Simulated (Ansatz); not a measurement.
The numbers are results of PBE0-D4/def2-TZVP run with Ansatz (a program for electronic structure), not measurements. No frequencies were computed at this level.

Ansatz 0.2 input:
```yaml
crystal:
  periodic: [false, false, false]
  atoms:
    - { symbol: C, position_ang: [-0.989027, 0.130002, 0.213622] }
    - { symbol: C, position_ang: [-0.073552, 1.08943, 0.031076] }
    - { symbol: N, position_ang: [0.955578, 0.232642, -0.397415] }
    - { symbol: C, position_ang: [0.055029, -0.906053, -0.11173] }
    - { symbol: H, position_ang: [-2.039871, 0.079627, 0.402383] }
    - { symbol: H, position_ang: [-0.029319, 2.161385, 0.084271] }
    - { symbol: H, position_ang: [1.866575, 0.267156, 0.043584] }
    - { symbol: H, position_ang: [0.376048, -1.527345, 0.724446] }
    - { symbol: H, position_ang: [-0.12146, -1.526845, -0.990237] }
basis:
  gaussian: { orbitals: def2-tzvp }
hamiltonian:
  xc: pbe0
  dispersion: d4
relax:
  max_steps: 150
```

Output:

```
Functional definition: PBE0
915 factors; their error is unknown
mean field evaluation 1: about -4669.0372 eV, gradient 5.8e1 eV
mean field evaluation 2: about -4663.7456 eV, gradient 7.6e1 eV
mean field evaluation 4: about -4676.5398 eV, gradient 4.3e0 eV
mean field evaluation 8: about -4676.5639 eV, gradient 5.8e-1 eV
mean field evaluation 16: about -4676.5644 eV, gradient 3.5e-5 eV
mean field -4676.56436118 eV, -171.8605703843 hartree, gradient 3.5e-5 eV, S^2 0.000000; 0 other end points of the search recorded, 0 dependent functions left out
reference -4676.56438658 eV, -171.8605713176 hartree; 15, 15 occupied and 139, 139 virtual orbitals, 915 factors
relax step   1: F+E_penalty+E_count = -4676.68224723 eV  Δ(F+E_penalty+E_count) = +0.000e0 eV  max|allowed force component| = 5.081e-1 eV/Å  Δτ_max = 0.0000 Å  (28 SCF iters, accepted)
these checks for a lower state are left out or cut short: starts, cluster_reference, orbital_swaps, neighbouring_geometries, increment
915 factors; their error is unknown
mean field -4676.57608386 eV, -171.8610011847 hartree, gradient 1.5e-5 eV, S^2 0.000000; 0 other end points of the search recorded, 0 dependent functions left out
reference -4676.57610933 eV, -171.8610021207 hartree; 15, 15 occupied and 139, 139 virtual orbitals, 915 factors
relax step   2: F+E_penalty+E_count = -4676.69384452 eV  Δ(F+E_penalty+E_count) = -1.160e-2 eV  max|allowed force component| = 2.751e-1 eV/Å  Δτ_max = 0.0121 Å  (32 SCF iters, accepted)
these checks for a lower state are left out or cut short: starts, cluster_reference, orbital_swaps, neighbouring_geometries, increment
915 factors; their error is unknown
mean field -4676.58176434 eV, -171.8612099386 hartree, gradient 1.4e-5 eV, S^2 0.000000; 0 other end points of the search recorded, 0 dependent functions left out
reference -4676.58178982 eV, -171.8612108749 hartree; 15, 15 occupied and 139, 139 virtual orbitals, 915 factors
relax step   3: F+E_penalty+E_count = -4676.69948253 eV  Δ(F+E_penalty+E_count) = -5.638e-3 eV  max|allowed force component| = 1.102e-1 eV/Å  Δτ_max = 0.0182 Å  (31 SCF iters, accepted)
these checks for a lower state are left out or cut short: starts, cluster_reference, orbital_swaps, neighbouring_geometries, increment
915 factors; their error is unknown
mean field evaluation 32: about -4676.5885 eV, gradient 1.7e0 eV
mean field -4676.58248784 eV, -171.8612365266 hartree, gradient 1.5e-5 eV, S^2 0.000000; 0 other end points of the search recorded, 0 dependent functions left out
reference -4676.58251326 eV, -171.8612374608 hartree; 15, 15 occupied and 139, 139 virtual orbitals, 915 factors
relax step   4: F+E_penalty+E_count = -4676.70025867 eV  Δ(F+E_penalty+E_count) = -7.761e-4 eV  max|allowed force component| = 1.369e-1 eV/Å  Δτ_max = 0.0309 Å  (31 SCF iters, accepted)
these checks for a lower state are left out or cut short: starts, cluster_reference, orbital_swaps, neighbouring_geometries, increment
915 factors; their error is unknown
mean field -4676.58362754 eV, -171.8612784097 hartree, gradient 1.4e-5 eV, S^2 0.000000; 0 other end points of the search recorded, 0 dependent functions left out
reference -4676.58365293 eV, -171.8612793428 hartree; 15, 15 occupied and 139, 139 virtual orbitals, 915 factors
relax step   5: F+E_penalty+E_count = -4676.70141203 eV  Δ(F+E_penalty+E_count) = -1.153e-3 eV  max|allowed force component| = 3.394e-2 eV/Å  Δτ_max = 0.0060 Å  (32 SCF iters, accepted)
these checks for a lower state are left out or cut short: starts, cluster_reference, orbital_swaps, neighbouring_geometries, increment
915 factors; their error is unknown
mean field -4676.58363146 eV, -171.8612785541 hartree, gradient 1.5e-5 eV, S^2 0.000000; 0 other end points of the search recorded, 0 dependent functions left out
reference -4676.58365685 eV, -171.8612794871 hartree; 15, 15 occupied and 139, 139 virtual orbitals, 915 factors
relax step   6: F+E_penalty+E_count = -4676.70140101 eV  Δ(F+E_penalty+E_count) = +1.102e-5 eV  max|allowed force component| = 4.967e-2 eV/Å  Δτ_max = 0.0034 Å  (32 SCF iters, rejected (line search))
these checks for a lower state are left out or cut short: starts, cluster_reference, orbital_swaps, neighbouring_geometries, increment
915 factors; their error is unknown
mean field -4676.58371785 eV, -171.8612817288 hartree, gradient 1.5e-5 eV, S^2 0.000000; 0 other end points of the search recorded, 0 dependent functions left out
reference -4676.58374324 eV, -171.8612826618 hartree; 15, 15 occupied and 139, 139 virtual orbitals, 915 factors
relax step   7: F+E_penalty+E_count = -4676.70150129 eV  Δ(F+E_penalty+E_count) = -8.927e-5 eV  max|allowed force component| = 6.720e-3 eV/Å  Δτ_max = 0.0016 Å  (32 SCF iters, accepted)
915 factors; their error is unknown
mean field evaluation 64: about -4676.5837 eV, gradient 9.5e-3 eV
mean field -4676.58371785 eV, -171.8612817288 hartree, gradient 1.5e-5 eV, S^2 0.000000; 1 other end points of the search recorded, 0 dependent functions left out
reference -4676.58374324 eV, -171.8612826618 hartree; 15, 15 occupied and 139, 139 virtual orbitals, 915 factors
Total energy: -4676.70152668 eV, -171.8656111234 hartree
Atom 0 at    -0.984983     0.125355     0.227356 Å, force    -0.000962     0.001458    -0.005006 eV/Å
Atom 1 at    -0.071689     1.083500     0.023505 Å, force    -0.000671     0.003978     0.001104 eV/Å
Atom 2 at     0.969299     0.235127    -0.427178 Å, force     0.005306    -0.000601     0.003009 eV/Å
Atom 3 at     0.056472    -0.906170    -0.121350 Å, force     0.000899    -0.001292     0.000873 eV/Å
Atom 4 at    -2.047026     0.097825     0.412165 Å, force     0.006720    -0.005602     0.004683 eV/Å
Atom 5 at    -0.035002     2.165481     0.075534 Å, force     0.000889    -0.002835    -0.004195 eV/Å
Atom 6 at     1.840013     0.258514     0.093483 Å, force    -0.006224     0.000892    -0.000089 eV/Å
Atom 7 at     0.407035    -1.523169     0.710423 Å, force    -0.004539    -0.001183    -0.000803 eV/Å
Atom 8 at    -0.134119    -1.536464    -0.993937 Å, force    -0.001420     0.005184     0.000425 eV/Å
Dipole moment:     0.071169    -0.052561     0.203644 e Å
```

Cost: about 30 core-seconds (a rough figure).
